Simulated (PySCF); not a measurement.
Isomers of C4H12ClFSi2, mass 170.015 u with the commonest isotopes. Theory: PBE0/pcSseg-1 in PySCF (dipole) on a GFN2-xTB geometry, gas phase. One conformer each, none proved a minimum here; rigid rotors.

Task: Order these by dipole moment, largest first.
A. `[CH3:1][SiH2:2][CH2:3][C@H:4]([CH2:5][F:6])[SiH2:7][Cl:8]` with C1–Si2–C3–C4 -178°, Si2–C3–C4–C5 -71°, C3–C4–C5–F6 -68°, C3–C4–Si7–Cl8 -67°
B. `[F:1][CH2:2][C@H:3]([Cl:4])[SiH2:5][CH2:6][CH2:7][SiH3:8]` with F1–C2–C3–Cl4 81°, C2–C3–Si5–C6 -171°, C3–Si5–C6–C7 -179°, Si5–C6–C7–Si8 180°
C. `[CH3:1][CH2:2][SiH2:3][C@H:4]([F:5])[SiH2:6][CH2:7][Cl:8]` with C1–C2–Si3–C4 -57°, C2–Si3–C4–F5 -51°, Si3–C4–Si6–C7 172°, C4–Si6–C7–Cl8 -179°

Result: C (2.83 D), B (2.34 D), A (1.42 D).

Task: Order these by radius of gyration √(Σ m r²/M), smallest first.
A. `[CH3:1][CH2:2][SiH2:3][C@H:4]([F:5])[SiH2:6][CH2:7][Cl:8]` with C1–C2–Si3–C4 -57°, C2–Si3–C4–F5 -51°, Si3–C4–Si6–C7 172°, C4–Si6–C7–Cl8 -179°
B. `[F:1][CH2:2][C@H:3]([Cl:4])[SiH2:5][CH2:6][CH2:7][SiH3:8]` with F1–C2–C3–Cl4 81°, C2–C3–Si5–C6 -171°, C3–Si5–C6–C7 -179°, Si5–C6–C7–Si8 180°
C. `[CH3:1][SiH2:2][CH2:3][C@H:4]([CH2:5][F:6])[SiH2:7][Cl:8]` with C1–Si2–C3–C4 -178°, Si2–C3–C4–C5 -71°, C3–C4–C5–F6 -68°, C3–C4–Si7–Cl8 -67°

Result: C (2.578 Å), B (2.833 Å), A (2.891 Å).

Task: Order these by rotational constant C, largest first.
A. `[CH3:1][SiH2:2][CH2:3][C@H:4]([CH2:5][F:6])[SiH2:7][Cl:8]` with C1–Si2–C3–C4 -178°, Si2–C3–C4–C5 -71°, C3–C4–C5–F6 -68°, C3–C4–Si7–Cl8 -67°
B. `[CH3:1][CH2:2][SiH2:3][C@H:4]([F:5])[SiH2:6][CH2:7][Cl:8]` with C1–C2–Si3–C4 -57°, C2–Si3–C4–F5 -51°, Si3–C4–Si6–C7 172°, C4–Si6–C7–Cl8 -179°
C. `[F:1][CH2:2][C@H:3]([Cl:4])[SiH2:5][CH2:6][CH2:7][SiH3:8]` with F1–C2–C3–Cl4 81°, C2–C3–Si5–C6 -171°, C3–Si5–C6–C7 -179°, Si5–C6–C7–Si8 180°

Result: A (466.4 MHz), C (380.3 MHz), B (366.6 MHz).

| SMILES | point group | Ia (u·Å²) | Ib (u·Å²) | Ic (u·Å²) | κ | μa (D) | μb (D) | μc (D) |
| --- | --- | --- | --- | --- | --- | --- | --- | --- |
| CC[SiH2][C@H](F)[SiH2]CCl | C1 | 146.70 | 1315.85 | 1378.72 | -0.99 | 2.59 | 0.15 | 1.13 |
| C[SiH2]C[C@H](CF)[SiH2]Cl | C1 | 380.29 | 796.59 | 1083.57 | -0.61 | 1.14 | 0.28 | 0.81 |
| FC[C@H](Cl)[SiH2]CC[SiH3] | C1 | 213.15 | 1186.89 | 1329.07 | -0.95 | 0.40 | 0.73 | 2.18 |
